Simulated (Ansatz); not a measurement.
Computed with Ansatz on PBE0-D4/def2-TZVP structures; ΔE is electronic, products minus reactants. CBS: MP2 limit from def2 TZ/QZ plus the TZ coupled-cluster correction, frozen cores. This one scheme is used for every species. For As outer-core shells are correlated without core-valence functions, which leaves a few kJ/mol of doubt a bond. Scalar relativity is left out up to krypton. One conformer a species, not always the lowest.

Consider the redistribution: `[BH2][Al]([NH2])[NH2]` + `O[AsH2]` → `B[AsH2]` + `[NH2][Al]([NH2])[OH]`.

```tsv
species	HF/def2-TZVPP energy (Eh)
`[BH2][Al]([NH2])[NH2]`	-379.10179
`O[AsH2]`	-2310.83602
`B[AsH2]`	-2261.19111
`[NH2][Al]([NH2])[OH]`	-428.83099
```

**Question.** Work out ΔE.

**Answer.** ΔE = (-2261.19111) + (-428.83099) − (-379.10179) − (-2310.83602) = -0.08429 Eh = -221.3 kJ/mol. CCSD(T)/CBS gives -227.9 kJ/mol.

Largest T1 diagnostic among the species: 0.014.

From BLYP to BHLYP (50 % exact exchange), in def2-TZVPP and without D4, ΔE moves by −15.6 kJ/mol. Leaving LDA and LC-ωPBE aside and taking each functional with its dispersion term where it has one, the values, not all of them listed here, spread over 24.8 kJ/mol, from r2SCAN0-D4 to revPBE-D4. LDA lies −15.7 kJ/mol from PBE without D4. At CCSD(T), def2-SVP lies +5.6 kJ/mol from the extrapolated value and def2-TZVPP +3.9 kJ/mol.
